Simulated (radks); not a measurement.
The numbers below are computed, except where a source is named.
La L, 8 electrons, occupied as [He] 2s2 2p4 (the NIST ground configuration).

Level of theory: scalar-relativistic Kohn-Sham, SCAN, spin-polarised, spherical densities, finite nucleus; open shells are filled with parallel spins first (spin-orbit coupling, left out, can overturn this in heavy ions); meta-GGA in the generalised Kohn-Sham scheme; Fermi nuclear charge, rms radius 4.855 fm (a radial shooting solver on a logarithmic mesh with Libxc functionals).

Energy parts (Ry):
part                       energy
total                 -11195.3185
kinetic                12065.4737
electron-nucleus      -23904.8906
Hartree                  809.1904
exchange-correlation    -165.0920

Orbitals (lengths in bohr, moments of r in powers of bohr; r(90%) holds 90 % of the orbital's charge):
| orbital | occ. | eigenvalue (Ry) | r(90%) | <r^2> | <r> |
|---|---|---|---|---|---|
| 1s up | 1 | -3149.972 | 0.0451 | 0.0008505 | 0.02503 |
| 1s down | 1 | -3147.503 | 0.0450 | 0.0008491 | 0.02501 |
| 2s up | 1 | -720.8491 | 0.160 | 0.01271 | 0.1040 |
| 2s down | 1 | -717.2511 | 0.160 | 0.01276 | 0.1042 |
| 2p up | 3 | -679.0807 | 0.146 | 0.009936 | 0.09056 |
| 2p down | 1 | -674.5281 | 0.147 | 0.01000 | 0.09084 |

The highest occupied level is 2p down at -9177.4 eV. The electron density at the nucleus is 3.582e+05 e/bohr^3 (large components only).
